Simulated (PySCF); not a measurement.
Computed IR spectrum (relative IR intensity) of a molecule C₂H₁₀GeSi. The structure is a stationary point at PBE-D3(BJ)/def2-SVP. Other conformers were not sampled. Level of theory: PySCF with PBE-D3(BJ)/def2-SVP. Frequencies are harmonic and unscaled.

ν (cm⁻¹): 420 (w), 429 (w), 665 (m), 738 (w), 761 (vs), 831 (w), 857 (m), 873 (m), 1210 (w), 1217 (vw), 1391 (vw), 2051 (m), 2064 (m), 2069 (m), 2132 (s), 2973 (vw), 3071 (vw) (against the strongest line: vs over 80 %, s over 45 %, m over 15 %, w over 4 %, vw less)

**Question.** Which structure fits?
(A) [SiH3]C[CH2][GeH3]
(B) C[SiH2][CH2][GeH3]
(C) C[SiH](C)[GeH3]
(D) [CH3][GeH]([CH3])[SiH3]

**Answer.** C, C[SiH](C)[GeH3]
